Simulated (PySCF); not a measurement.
All values below come from B3LYP-D3(BJ)/def2-TZVP (PySCF). Isolated molecules, 0 K electronic values unless said otherwise. One relaxed conformer stands for a flexible species; it need not be the lowest. B3LYP has the VWN-RPA correlation part, as in Gaussian. Excitations are Tamm–Dancoff values on a coarser integration grid. The basis has no diffuse functions, so Rydberg states are missing or too high.

Reference species (SMILES): `C=CC[SiH]=C` (C–C–C–Si torsion -104°, C–C–Si–C torsion -114°) (neutral, multiplicity 1).

The T1 excitation (TDA) is 2.84 eV and the brightest of the four lowest singlets (TDA) comes out as 5.05 eV. The S1–T1 gap (TDA) comes out as 2.21 eV and the HOMO–LUMO gap is 4.96 eV.

Changed species: `C[C@@H]1CC1=[SiH2]`.

What does the change do to the T1 excitation (TDA), brightest of the four lowest singlets (TDA), S1–T1 gap (TDA) and HOMO–LUMO gap?

the T1 excitation (TDA) decreases by 0.33 eV, to 2.51 eV; the brightest of the four lowest singlets (TDA) increases by 0.08 eV, to 5.13 eV; the S1–T1 gap (TDA) rises by 0.41 eV, to 2.62 eV; the HOMO–LUMO gap falls by 0.28 eV, to 4.68 eV.
